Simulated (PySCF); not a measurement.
# CsP: frontier orbitals

PW91 at R = 3.345 Å; Cs def2-SVPD with ECP46, P def2-SVPD; scalar-relativistic core potentials (PySCF 2.14). State: ³Σ⁻ (triplet), unpaired electrons π ↑↑. Only the outer orbitals are listed, counted within each symmetry, core potentials removing the inner ones.

| spin | orbital | occ. | ε (eV) | on Cs (%) | main shells (%) |
| --- | --- | --- | --- | --- | --- |
| α | 4σ | 1 | -27.04 | 100 | 100 Cs s |
| α | 2π | 1 | -13.66 | 100 | 100 Cs p |
| α | 2π | 1 | -13.66 | 100 | 100 Cs p |
| α | 5σ | 1 | -13.51 | 93 | 93 Cs p |
| α | 6σ | 1 | -11.70 | 7 | 93 P s |
| α | 3π | 1 | -4.03 | 7 | 93 P p |
| α | 3π | 1 | -4.03 | 7 | 93 P p |
| α | 7σ | 1 | -3.38 | 18 | 82 P p, 13 Cs s |
| α | 8σ | 0 | -1.75 | 93 | 83 Cs s |
| α | 4π | 0 | -0.55 | 100 | 88 Cs p, 11 Cs d |
| α | 4π | 0 | -0.55 | 100 | 88 Cs p, 11 Cs d |
| β | 4σ | 1 | -27.04 | 100 | 100 Cs s |
| β | 2π | 1 | -13.67 | 100 | 100 Cs p |
| β | 2π | 1 | -13.67 | 100 | 100 Cs p |
| β | 5σ | 1 | -13.47 | 97 | 97 Cs p |
| β | 6σ | 1 | -10.00 | 3 | 97 P s |
| β | 7σ | 1 | -2.75 | 31 | 69 P p, 26 Cs s |
| β | 3π | 0 | -2.09 | 19 | 81 P p, 13 Cs d |
| β | 3π | 0 | -2.09 | 19 | 81 P p, 13 Cs d |
| β | 8σ | 0 | -1.66 | 84 | 68 Cs s, 15 P p, 12 Cs p |

**Question.** Which are the highest filled and the lowest empty level, where do they sit, and how wide is the gap?

**Answer.** Highest filled β 7σ at -2.75 eV (in %: 69 P p, 26 Cs s); lowest empty β 3π at -2.09 eV (in %: 81 P p, 13 Cs d); the gap at PW91 is 0.66 eV.

* bond order (Mayer): 0.99
* ⟨S²⟩: 2.030
* charge on Cs (Mulliken, basis-dependent): 0.38
* charge on Cs (Löwdin, basis-dependent): 0.33
* dipole moment (positive dipole means Cs(−)P(+)): -8.04 D

Spin–orbit coupling is left out. The state is the lowest determinant that a PBE0 search found; another state may lie lower at other levels.
